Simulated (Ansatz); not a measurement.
Method: frozen-core CCSD(T)/cc-pVTZ // PBE0-D4/def2-TZVP run with Ansatz (a program for electronic structure).

Ansatz 0.2 input:
```yaml
crystal:
  periodic: [false, false, false]
  atoms:
    - { symbol: O, position_ang: [1.305269, -0.351874, 0.038359] }
    - { symbol: Ga, position_ang: [-0.436016, -0.117309, 0.003514] }
    - { symbol: F, position_ang: [-1.513555, -1.466131, 0.086501] }
    - { symbol: F, position_ang: [-1.15109, 1.462151, -0.114521] }
    - { symbol: H, position_ang: [1.795391, 0.473162, -0.013854] }
basis:
  gaussian: { orbitals: cc-pVTZ }
correlation:
  method: ccsd_t
```

Output:

```
Functional definition: HF
931 factors; integrals over basis functions are off by at most 1.1e-3 eV
mean field evaluation 1: about -59801.9356 eV, gradient 5.2e1 eV
mean field evaluation 2: about -59802.0026 eV, gradient 5.2e1 eV
mean field evaluation 4: about -59806.1625 eV, gradient 1.9e0 eV
mean field evaluation 8: about -59806.1858 eV, gradient 2.7e-1 eV
mean field evaluation 16: about -59801.9349 eV, gradient 5.2e1 eV
mean field -59806.18607229 eV, -2197.8368000676 hartree, gradient 2.3e-6 eV, S^2 0.000000; 0 other end points of the search recorded, 0 dependent functions left out
12 core orbitals not correlated
reference -59806.18607229 eV, -2197.8368000676 hartree; 17, 17 occupied and 118, 118 virtual orbitals, 931 factors
second order -24.64672452 eV of doubles, -0.00000000 eV of singles
cycle   1  -23.79602216 eV  change    8.5e-1 eV  update   1.2e-1
cycle   2  -24.38418391 eV  change   -5.9e-1 eV  update   3.6e-2
cycle   3  -24.51340136 eV  change   -1.3e-1 eV  update   1.8e-2
cycle   4  -24.49522761 eV  change    1.8e-2 eV  update   4.6e-3
cycle   5  -24.48993546 eV  change    5.3e-3 eV  update   1.7e-3
cycle   6  -24.49136754 eV  change   -1.4e-3 eV  update   5.7e-4
cycle   7  -24.49120453 eV  change    1.6e-4 eV  update   1.6e-4
cycle   8  -24.49103956 eV  change    1.6e-4 eV  update   6.2e-5
cycle   9  -24.49107334 eV  change   -3.4e-5 eV  update   2.2e-5
cycle  10  -24.49109246 eV  change   -1.9e-5 eV  update   8.1e-6
perturbative correction -0.85973422 eV, -0.0315946499 hartree
Total energy: -59831.53689897 eV, -2198.7684257649 hartree
```

Cost: very roughly 80 core-seconds.
